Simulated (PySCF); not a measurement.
Stretching BeBr

Set-up: basis Be x2c-TZVPPall, Br x2c-TZVPPall; spin-free X2C with a Gaussian nucleus; PySCF 2.14. Energies in eV from Be + Br in their ground configurations at the same level. State: ²Σ⁺ (doublet), unpaired electrons σ ↑.

```csv
R (Å),ωB97X,UHF-CCSD,r²SCAN,B97-3
1.694,-2.447,,-2.965,-2.542
1.773,-2.909,-2.524,-3.421,-2.999
1.852,-3.169,-2.792,-3.676,-3.254
1.911,-3.265,-2.892,-3.769,-3.347
1.970,-3.297,-2.925,-3.797,-3.376
2.029,-3.278,-2.907,-3.775,-3.355
2.108,-3.192,-2.821,-3.686,-3.267
2.206,-3.017,-2.644,-3.509,-3.092
2.325,-2.751,-2.368,-3.237,-2.822
2.482,-2.350,,-2.825,-2.416
```

Put a parabola through the three lowest points of the ωB97X curve and estimate Re, k and ωe (reduced mass 8.089 u; 1 eV/Å² = 0.16022 mdyn/Å; ωe = 1302.8·√(k/μ) cm⁻¹).

Through R = 1.911, 1.97, 2.029 Å the second-order coefficient is 7.33 eV/Å², so Re ≈ 1.978 Å, k ≈ 2.35 mdyn/Å and ωe ≈ 702 cm⁻¹. A polynomial fit of higher order to the unrounded ωB97X energies gives Re = 1.975 Å, k = 2.27 mdyn/Å, ωe = 691 cm⁻¹; anharmonicity and rounding make the difference.

The higher-order fit for each curve: ωB97X: Re = 1.975 Å, ωe = 691 cm⁻¹, De = 3.30 eV; UHF-CCSD: Re = 1.976 Å, ωe = 697 cm⁻¹, De = 2.93 eV; r²SCAN: Re = 1.971 Å, ωe = 693 cm⁻¹, De = 3.80 eV; B97-3: Re = 1.972 Å, ωe = 691 cm⁻¹, De = 3.38 eV.

Correlated steps freeze 9 core orbitals. Spin–orbit coupling is left out. The state is the lowest determinant that a PBE0 search found; another state may lie lower at other levels.
